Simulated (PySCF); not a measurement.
# Cr⁺ (chromium, charge +1) across methods

[Ar] 3d5, high-spin 6S determinant. All numbers are calculated (PySCF 2.14, scalar relativity by spin-free X2C-1e, in aug-cc-pVQZ-DK (9s8p6d4f3g2h, 140 functions)).

```tsv
method	E (hartree)	mean ε 3p α (eV)	mean ε 3p β (eV)	mean ε 3d α (eV)	Σ⟨r²⟩ (bohr²)	⟨S²⟩
PW91	-1050.591	-53.615	-49.190	-11.000	22.15	8.750
BP86	-1050.672	-53.582	-49.306	-10.986	22.08	8.750
r2SCAN	-1050.492	-55.300	-49.526	-10.998	21.76	8.750
PBE	-1050.293	-53.556	-49.101	-10.924	22.16	8.750
LDA	-1048.204	-53.467	-49.229	-11.123	22.11	8.750
PBE0	-1050.320	-57.621	-51.542	-12.648	21.66	8.750
UHF	-1049.43448	-69.311	-57.705	-17.531	20.87	8.750
```

Problem. Estimate the same row for BLYP.

Solution. E (hartree) = -1050.571; mean ε 3p α (eV) = -53.325; mean ε 3p β (eV) = -49.080; mean ε 3d α (eV) = -10.731; Σ⟨r²⟩ (bohr²) = 22.23; ⟨S²⟩ = 8.750.
